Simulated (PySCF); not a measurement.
# Electron correlation in As (arsenic, neutral)

[Ar] 3d10 4s2 4p3, high-spin 4S determinant. Computed with PySCF 2.14 in def2-SVP (5s4p3d, 32 functions), with no relativity, point nucleus. Frozen: [Ar] 3d10; 5 electrons correlated.

MP2 pair energies summed by pair of shells (mhartree):

```tsv
pair	energy	share (%)
4s-4p	-36.18	64.2
4p-4p	-12.75	22.6
4s-4s	-7.43	13.2
```

Total MP2 correlation energy: -56.36 mhartree.

Same-spin part -15.10 and opposite-spin part -41.26 mhartree; SCS-MP2 scales them by 1/3 and 6/5 to -54.54 mhartree.

```json
{"level": "CCSD", "correlation energy (mhartree)": "-71.18"}
{"level": "(T)", "correlation energy (mhartree)": "-0.96"}
{"level": "CCSD(T)", "correlation energy (mhartree)": "-72.14"}
```

Diagnostics: T1 = 0.0027, D1 = 0.0068, largest double amplitude 0.061.

Cost of the coupled-cluster step: 0.14 s of wall time on 1 thread of Neoverse-V1 (shared host), for 5 correlated electrons.
